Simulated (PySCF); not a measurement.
**Static response to an electric field**

Compound: C₃H₇ClOSi.
Structure used (GFN2-xTB), in Å, numbered top down from 1:
```
atom  x, y, z in Å
C1    -2.107   -0.001    0.889
C2    -1.361   -0.274   -0.377
C3    -0.040   -0.195   -0.473
Cl4    0.744   -0.533   -1.992
O5     0.775    0.130    0.519
Si6    2.411    0.273    0.568
H7    -1.417    0.263    1.685
H8    -2.812    0.816    0.742
H9    -2.675   -0.882    1.186
H10   -1.935   -0.547   -1.247
H11    2.521    0.649    1.968
H12    3.038   -1.006    0.243
H13    2.855    1.308   -0.362
```

Level: wB97X-D/def2-SVPD (PySCF), static field, nuclei fixed, core orbitals frozen in the response. The polarisability tensor in these axes (au):

```
x   100.19   1.73  -5.09
y     1.73  62.85   4.60
z    -5.09   4.60  80.53
```

Q: Diagonalise the tensor; give its mean and Δα, where Δα² is half the sum of the squared differences of the eigenvalues.

A: Principal values 61.51, 80.62 and 101.44 au; mean 81.19 au = 12.03 Å³ = 13.39 × 10⁻⁴⁰ C²·m²/J; Δα = 34.59 au (43 % of the mean).

Q: What is the dipole moment, and where does it point?

A: (0.05, 0.21, 0.78) D, 0.81 D in size, pointing from the negative to the positive side. Measured along this direction, the outermost atoms are Cl4 at the negative end and H11 at the positive end.

Q: Give the principal axes and the span of the nuclei along them.

A: Largest value along (0.97, 0.02, -0.23), where the nuclei span 5.78 Å; middle along (0.22, 0.26, 0.94), 4.42 Å; least along (-0.08, 0.96, -0.25), 2.40 Å. The response follows the extents in order.

Q: In a dilute gas of rigid molecules at 400 K, how does the orientational term μ²/3kT compare with the electronic polarisability?

A: In Gaussian units μ²/3kT = 3.96 Å³ against 12.03 Å³, a ratio of 0.33; the Debye molar polarisation (4π/3)N_A(α + μ²/3kT) is 40.3 cm³/mol, leaving out the vibrational part.

Q: What molar refraction does this α imply?

A: Lorentz–Lorenz: R = (4π/3)N_A α = 2.5225 cm³/(mol·Å³) × 12.03 Å³ = 30.3 cm³/mol, in the limit of long wavelengths.

Q: What depolarisation ratio follows for Rayleigh scattering of linearly polarised light, taking the static tensor?

A: ρ = 3Δα²/(45ᾱ² + 4Δα²) = 3590.3/(296643 + 4787.1) = 0.0119.

Q: What would n − 1 = 2πNα be for an ideal gas of these molecules at 298.15 K and 1 atm, electronic part alone?

A: N = p/kT = 2.4615 × 10¹⁹ cm⁻³, so n − 1 = 2π × N × 12.03 × 10⁻²⁴ cm³ = 1861 × 10⁻⁶ at long wavelengths, for an ideal gas.

The structure is a single GFN2-xTB conformer in the gas phase; no vibrational or solvent corrections.
